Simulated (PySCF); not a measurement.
Gas-phase reaction: 2 GaH2Cl + Cl2 → 2 GaHCl2 + H2

Computed with PySCF and rigid-rotor harmonic-oscillator thermochemistry at 1 bar. † marks an energy on the PBE0/def2-TZVP geometry and frequencies. CCSD(T) freezes the core. All species are closed-shell singlets. B3LYP is the form with VWN-RPA correlation. Ga: all electrons, no relativistic terms. GaH2Cl, GaHCl2: computed as isolated molecules; such fragments, hydroxides, amides, oligomers or adducts are transient or little studied in the gas. CCSD(T) isn't extrapolated to the basis-set limit.

```tsv
level	ΔH°(298 K), kJ
B3LYP/def2-TZVP†	[?]
CCSD(T)/def2-TZVPP†	-399
HF/def2-TZVP†	-408
M06-2X/def2-TZVP†	[?]
PBE0/def2-SVP†	-405
LDA/def2-TZVP†	-372
ωB97X-V/def2-TZVP†	[?]
```

Task: Complete the blanks.

Result: 
- B3LYP/def2-TZVP†, ΔH°(298 K), kJ: -376
- M06-2X/def2-TZVP†, ΔH°(298 K), kJ: -416
- ωB97X-V/def2-TZVP†, ΔH°(298 K), kJ: -390
